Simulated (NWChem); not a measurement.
C₄H₄F₂; SMILES C1(F)(F)C=CC1

```xyz
10

F     -0.0313     1.1942     1.0932
C     -0.0267     0.3763     0.0000
F     -0.0313     1.1942    -1.0932
C     -1.0495    -0.7340     0.0000
C     -0.1023    -1.6822     0.0000
C      1.0815    -0.7192     0.0000
H     -2.1340    -0.7287     0.0000
H     -0.1402    -2.7671     0.0000
H      1.7098    -0.7222    -0.8970
H      1.7098    -0.7222     0.8970
```
Atoms are numbered in this order, from 1.

All runs: NWChem. Structure relaxed at the B3LYP/6-31G* (spherical d) level.

For level PBE/def2-TZVP:

| Quantity | Value |
|---|---|
| highest occupied level (eV) | -6.99 |

**Question.** What are these values for level LDA (Slater exchange, VWN5)/def2-TZVP?

**Answer.** 
| Quantity | Value |
|---|---|
| highest occupied level (eV) | -7.17 |
